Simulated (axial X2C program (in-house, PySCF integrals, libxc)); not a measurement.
Potential curves of NiP⁺, 2c

Computed with an in-house relativistic program for diatomic molecules. Two-component (2c) means X2C with spin–orbit coupling and atomic mean-field two-electron Coulomb and Gaunt terms. Basis: Ni dyall-cv3z [9s9p6d3f2g], P dyall-v3z [8s7p2d1f] (cores contracted in-house); Gaussian nuclei, density fitting, unrestricted open shells. Masses: Ni 57.935 u, P 30.974 u.

State: Ω = 4 (⟨Sz⟩ = 2.00, ⟨Lz⟩ = 2.00 at HF). Energies in kJ/mol from the lowest point of each curve. Fits are polynomials in 1 − R0/R over 0.85 to 1.23 times the lowest point R0.

| R (Å) | CCSD | CCSD(T) | B3LYP | PBE0 |
| --- | --- | --- | --- | --- |
| 2.0483 | 13.93 | 11.63 | 8.94 | 7.36 |
| 2.1136 | 4.44 | 3.50 | 2.22 | 1.43 |
| 2.1790 | 0.00 | 0.00 | 0.00 | 0.00 |
| 2.2553 | 0.01 | 0.71 | 1.64 | 2.60 |
| 2.3315 | 4.60 | 5.67 | 6.57 | 8.54 |
| 2.4296 | 15.71 | 17.06 | 16.17 | 19.42 |

Correlated methods: 14 electrons correlated (number of frozen shells: Ni 3 s, 2 p; P 2 s, 1 p), 220 virtual spin orbitals or spinors in MP2, 90 natural virtuals in coupled cluster.

The state is a single determinant with fixed occupations, the lowest that a limited PBE0 search found. Density functionals use the spin component along the axis (collinear). Coupled cluster ran in a truncated set of natural virtual spinors; the MP2 energy of the rest was added. (T) has no such correction and the atoms are truncated less, which lowers De at CCSD(T) by a hundredth of an eV or more. PBE0 can misorder states that lie within some tenths of an eV, so this need not be the ground state of the molecule. The nearest other 2c determinant of the search, Ω = 1, lies 0.20 eV up at the distance of the search. The functionals have no current-density term, which raises determinants with orbital currents, atoms included. With several unpaired electrons one determinant need not be a pure state. Open-shell Ω = 0 determinants with evenly filled partner blocks cannot be reached by this program, so the Ω shown need not be the lowest component. The determinant is spin-polarised beyond a pure state at some levels (its spin-free form has ⟨S²⟩ too high), which makes Re and μ there less reliable. The T1 diagnostic is large, a sign of multireference character. Coupled cluster ran on the points near the minimum only. MP2 and coupled cluster on one determinant become unreliable at the stretched end.

**Question.** Fit the CCSD curve near its minimum: give the equilibrium distance and the harmonic wavenumber.

**Answer.** At CCSD, 2c: Re = 2.216 Å, ωe ≈ 350 cm⁻¹; Be follows as 0.17 cm⁻¹.

**Question.** What are Re and ωe at the CCSD(T) level?

**Answer.** At CCSD(T), 2c: Re = 2.205 Å, ωe ≈ 341 cm⁻¹; Be follows as 0.172 cm⁻¹.

**Question.** Fit the B3LYP curve near its minimum: give the equilibrium distance and the harmonic wavenumber.

**Answer.** At B3LYP, 2c: Re = 2.186 Å, ωe ≈ 327 cm⁻¹; Be follows as 0.175 cm⁻¹.

**Question.** What are Re and ωe at the PBE0 level?

**Answer.** At PBE0, 2c: Re = 2.171 Å, ωe ≈ 340 cm⁻¹; Be follows as 0.177 cm⁻¹.
